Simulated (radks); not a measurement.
Problem. All-electron atom: As in [Ar] 3d10 4s2 4p3. Calculated with a radial shooting solver on a logarithmic mesh with Libxc functionals: Dirac Kohn-Sham, LDA (Slater exchange, Perdew-Wang correlation), spin-unpolarised, spherical densities, point nucleus; open shells fill j = l - 1/2 first.

Spin-orbit splittings of the eigenvalues, e(l+1/2) - e(l-1/2), with zeta = 2 splitting/(2l+1) and mean radii in bohr:

shell  occ.  splitting (eV)  zeta (eV)  <r> j=l-1/2  <r> j=l+1/2
2p        6           36.49      24.33       0.1748       0.1785
3p        6           5.036      3.357       0.6107       0.6215
3d       10          0.7303     0.2921       0.6762       0.6810
4p        3               ?          ?        2.514        2.570

Estimate the 4p splitting.

Solution. 0.2808 eV (zeta = 0.1872 eV).
